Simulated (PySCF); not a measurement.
Computed IR spectrum (relative IR intensity) of a molecule C4H9NSi. The structure is a stationary point at PBE-D3(BJ)/def2-SVP. One conformer was computed; it need not be the lowest. Method: PySCF with PBE-D3(BJ)/def2-SVP. Frequencies are harmonic and unscaled.

Lines under 2 % of the strongest are left out, and lines within 2 cm⁻¹ are merged.

ν (cm⁻¹): 248 (w), 252 (vw), 368 (w), 445 (w), 558 (m), 683 (w), 712 (w), 733 (m), 800 (m), 849 (w), 915 (s), 932 (vw), 992 (m), 1020 (w), 1056 (w), 1083 (w), 1112 (m), 1157 (m), 1328 (w), 1348 (w), 1360 (vw), 1407 (vw), 1414 (w), 1720 (vs), 2161 (vs), 2181 (s), 2910 (s), 2981 (vw), 3003 (m), 3020 (w), 3080 (vw) (against the strongest line: vs over 80 %, s over 45 %, m over 15 %, w over 4 %, vw less)

Q: Which structure fits?
A. C=C(C)/N=C/[SiH3]
B. C=C=CN(C)[SiH3]
C. C#C[C@H]([SiH3])NC
D. CN=C1C[SiH2]C1

A: D, CN=C1C[SiH2]C1
